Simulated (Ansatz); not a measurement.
Ideal-gas functions of C2H5Ga, SMILES `C=[CH][GaH2]` at 600 K and 1 bar, from an Ansatz frequency run at PBE0-D4/def2-TZVP.

Molar mass 98.78 g/mol, point group Cs (symmetry number 1), electronic degeneracy 1, moments of inertia 13.255, 126.397, 139.651 u Å². Harmonic wavenumbers (cm⁻¹, unscaled): 162, 218, 434, 473, 597, 631, 752, 1009, 1015, 1058, 1282, 1435, 1647, 1960, 1971, 3112, 3141, 3194.

Use S(trans) = R[1.5 ln M + 2.5 ln T − 1.1517]; rotational temperatures θ = 24.2544 K / I; S(rot) = R[ln(√π/σ · √(T³/θAθBθC)) + 1.5]; for each mode x = 1.438777 ν̃/T, S = R[x/(eˣ − 1) − ln(1 − e⁻ˣ)] and H = RT x/(eˣ − 1); 1 cm⁻¹ = 0.0119627 kJ/mol; R = 8.31446 J/(mol·K).

Problem. By hand: the entropy, in J/(mol·K).

Solution. Translation 180.7. Rotation: θ = 1.8298, 0.1919, 0.1737 K, giving 108.6. Vibration, mode by mode: 16.23, 13.80, 8.35, 7.70, 6.01, 5.62, 4.45, 2.74, 2.71, 2.50, 1.63, 1.22, 0.81, 0.43, 0.43, 0.04, 0.04, 0.03, in all 74.7. Electronic 0.0. Sum 364.0 J/(mol·K).

Problem. By hand: H − E and G − E in kJ/mol, counted from the electronic energy.

Solution. Zero-point energy ½ × 24091 × 0.0119627 = 144.1; thermal vibration 25.2; translation, rotation and pV give 4 RT = 20.0. H − E = 189.3 kJ/mol, and G − E = 189.3 − 600 × 364.0/1000 = -29.1 kJ/mol.

Vibration gives 21 % of the entropy.
